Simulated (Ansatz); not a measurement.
Isolated molecules relaxed with PBE0-D4/def2-TZVP in Ansatz; ΔE leaves out vibrations. CCSD(T)/CBS adds triple-zeta CCSD(T) − MP2 to the extrapolated MP2 energy (def2 sets, frozen cores). This one scheme is used for every species. Functionals use def2-TZVPP. B3LYP here is the variant with VWN-RPA as its local correlation; programs differ in this. One conformer a species, not always the lowest.

`OC(O)N[SiH3]` → `NC(O)O` + `[SiH2]`  (silylene loss)

| level | ΔE (eV) | difference from CCSD(T)/CBS |
| --- | --- | --- |
| PBE-D4 | 2.81 | -0.03 |
| r2SCAN-D4 | 3.03 | 0.19 |
| PBE0-D4 | 2.91 | 0.07 |
| B3LYP-D4 | 2.81 | -0.03 |
| ωB97X-V | 2.94 | 0.10 |
| ωB97M-V | 2.79 | -0.05 |
| B2PLYP | 2.80 | -0.04 |
| PBE | 2.72 | -0.12 |
| r2SCAN | 3.00 | 0.16 |
| PBE0 | 2.84 | 0.00 |
| B3LYP | 2.67 | -0.17 |
| HF/def2-TZVPP | 2.71 | -0.13 |
| MP2/def2-TZVPP | 3.00 | 0.16 |
| SCS-MP2/def2-TZVPP | 2.89 | 0.05 |
| CCSD/def2-TZVPP | 2.73 | -0.11 |
| CCSD(T)/def2-TZVPP | 2.77 | -0.07 |
| HF/def2-QZVPP | 2.73 | -0.11 |
| MP2/def2-QZVPP | 3.04 | 0.20 |
| SCS-MP2/def2-QZVPP | 2.93 | 0.09 |
| HF/CBS(def2) | 2.73 | -0.11 |
| MP2/CBS(def2) | 3.06 | 0.22 |
| CCSD/CBS(def2) | 2.80 | -0.04 |
| CCSD(T)/CBS | 2.84 | 0 |

Largest T1 diagnostic among the species: 0.014.

In def2-TZVPP, CCSD(T) changes the Hartree–Fock value by +0.06 eV (the triples alone add +0.04 eV) and MP2 by +0.28 eV. The D4 term adds +0.14 eV with B3LYP and +0.08 eV with PBE0; it sums over pairs of atoms, weighted by their polarisabilities, and B3LYP, whose exchange is more repulsive, gets the larger term.
